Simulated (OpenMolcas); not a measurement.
**neutral tellurium: effect of the IPEA shift**

* Program: OpenMolcas 26.06
* Basis: ANO-RCC-VTZP [7s6p4d2f1g]
* Scalar Hamiltonian: DKH2, point nucleus
* Active space: 6 electrons in 8 orbitals (5s 5p 6s 6p)
* State averaging: 2S+1 = 3 even, 3 roots; 2S+1 = 1 even, 6 roots; 2S+1 = 3 odd, 3 roots (0 in the spin-orbit step)
* Spin-orbit coupling: RASSI with atomic mean-field integrals over the reference wave functions, term energies averaged over their components

Methods on the same reference wave functions:
A. CASSCF
B. SS-CASPT2, IPEA 0 Eh, imaginary shift 0.1 Eh (closed shells correlated: 4d)
C. SS-CASPT2, IPEA 0.25 Eh, imaginary shift 0.1 Eh (closed shells correlated: 4d)

Energies in cm⁻¹ above 5s² 5p⁴ ³P₂, the measured ground level; measured values from NIST Handbook of Basic Atomic Spectroscopic Data.

```csv
Level,A,B,C,Measured
5s² 5p⁴ ³P₂,0.0,0.0,0.0,0.0
5s² 5p⁴ ³P₁,4084,4150,4160,4751
5s² 5p⁴ ³P₀,4198,4490,4490,4706
5s² 5p⁴ ¹D₂,12164,11070,10940,10558
5s² 5p⁴ ¹S₀,21597,24220,24160,23198
```

Deviations, from unrounded energies. A percentage is the sum of absolute deviations over the sum of measured energies, with the sign that they share, or ± where signs differ.

```json
{"Against measurement": "mean absolute deviation (cm-1)", "Levels": "4", "A": "1100", "B": "590", "C": "540"}
{"Against measurement": "fine structure of the ground term (%)", "Levels": "2", "A": "-12.4", "B": "-8.7", "C": "-8.5"}
{"Against measurement": "other terms of the ground configuration (%)", "Levels": "2", "A": "±9.5", "B": "+4.5", "C": "+4.0"}
```

C lies closest to measurement on these levels and A furthest from it. The largest miss of C in the table is 5s² 5p⁴ ¹S₀, by +960 cm-1. The ranking rests on the paired levels alone, and a cruder setting can come out closer through cancelling errors.

Between B and C the level of the table that moves most is 5s² 5p⁴ ¹D₂, by 130 cm-1 (lowest in C, highest in B). Moves below CASPT2's spread within the term are not significant.

The mean deviations of B to C differ by less than CASPT2's widest spread within a term (66 cm-1), so their order carries little weight.

From A to B the spin-free energies of the other terms of 5s² 5p⁴ shown, above ³P, scale by factors of 0.87 to 1.16.

The lowest spin-free term lies below A's lowest term by 0.533 hartree in B, 0.527 hartree in C.

CASPT2 breaks the degeneracy within a term, and the mean is taken; among the terms shown or strongly mixed into the levels shown the widest spread is 66 cm-1 (5s² 5p⁴ ¹D, C). Some high roots are left out of the spin-orbit mixing, which shifts the levels that they would mix with. Active for correlation alone: 6p 6s; no level in the range computed is led by a configuration that fills them, so any true level of that kind is missing. Computed and measured levels are paired by configuration, term and J; levels that our copy of the source lacks, or whose pairing is in doubt (as where it misses far off the trend of its configuration), stay unpaired and out of the deviations. Levels of configurations outside the active space are missing.
